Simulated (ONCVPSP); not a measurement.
# mercury (Hg): one change to an ONCV potential, before and after

mercury (Hg), optimised norm-conserving Vanderbilt (ONCV), made with ONCVPSP 4.0.1 (PBE, scalar-relativistic). Core [Kr] 4d10 4f14, reference 5s2 5p6 5d10 6s0.5 (charge +1.5). Waves: 5s+6s: rc 1.40 bohr, ncon 4, nbas 9, qcut 7.1 1/bohr, 2 projectors; 5p: rc 1.70 bohr, ncon 5, nbas 9, qcut 6.5 1/bohr, 3 projectors, debl 3.5 Ha; 5d: rc 2.05 bohr, ncon 3, nbas 8, qcut 7.1 1/bohr, 2 projectors, debl 2.5 Ha. Local part: polynomial inside 1.10 bohr (lpopt 5, dvloc0 4 Ha). Core correction: Teter function fitted to the true core (icmod 2), fcfact 0.5.

Change: s: qcut 10.3; p: qcut 9.5; d: qcut 10.3.

Cutoffs: the cutoffs (Ha) at which the residual kinetic energy of the hardest occupied pseudo-wave falls to 1 and 0.1 mHa per electron; they do not see the model core or the augmentation charge, which bear on the density cutoff. Errors are all-electron minus pseudo energies relative to the spin-unpolarised reference configuration.

What does the change do?

The potential gets neither clearly harder nor softer (23 Ha and 75 Ha → 36 Ha and 42 Ha); the s channel sets the loose cutoff, while the largest relative change is in p, which becomes harder; of the 4 tests that both files solve, the error grows in 2 and shrinks in 1 by more than 15 % and 0.3 meV (median size 2.8 → 3.1 meV); neither file shows a bound ghost.

```csv
quantity,base,changed
"cutoff, loose",23 Ha,36 Ha
"cutoff, tight",75 Ha,42 Ha
loose cutoff by channel,"s 23 Ha, p 16 Ha, d 18 Ha","s 36 Ha, p 29 Ha, d 21 Ha"
bound ghosts,none,none
GHOST(+) flags under 300 eV,s at 205.9 eV,none
"error for 5s2 5p6 5d10 6s2, meV [ΔE -19.09 eV]",+3.4,+5.9
"error for 5s2 5p6 5d10 6s1, meV [ΔE -8.41 eV]",+2.3,+2.7
"error for 5s2 5p6 5d10 6s0, meV [ΔE 10.57 eV]",-4.4,-3.6
"error for 5s2 5p6 5d10 6s0 6p1, meV [ΔE -1.00 eV]",+1.1,+1.4
s: phases at 1.42 bohr within 0.05 rad from the reference energy up to (Ha; the scan ends near 5),to the end of the scan,to the end of the scan
p: phases at 1.72 bohr within 0.05 rad from the reference energy up to (Ha; the scan ends near 5),to the end of the scan,to the end of the scan
d: phases at 2.09 bohr within 0.05 rad from the reference energy up to (Ha; the scan ends near 5),to the end of the scan,to the end of the scan
"rms error of d²Exc/dni dnj with the model core, mHa",1.35,0.49
```
